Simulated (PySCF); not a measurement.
**How methods differ on the excitation energy of Si⁺**

Si⁺ [Ne] 3s2 3p1 (2P) → Si⁺ [Ne] 3s1 3p2 (4P), as a difference of total energies. All numbers are calculated (PySCF 2.14, scalar relativity by spin-free X2C-1e, in aug-cc-pVTZ-DK). Correlated levels: valence: [Ne] frozen. The calculations carry no spin-orbit coupling.

| method | excitation energy (cm⁻¹) |
| --- | --- |
| UHF | 31830 |
| LDA | 43636 |
| PBE | 42721 |
| PBE0 | 41425 |
| r2SCAN | 38065 |
| wB97M-V | 45843 |
| B97-3 | 44441 |
| wB97X | 42567 |
| LC-wPBE | 40102 |
| MP2 (valence) | 38751 |
| SCS-MP2 (valence) | 41510 |

Errors of the correlated levels include the incompleteness of this basis and the frozen core.

For comparison: 42811 cm⁻¹ (measured; NIST levels, between the centres of gravity of the two terms).
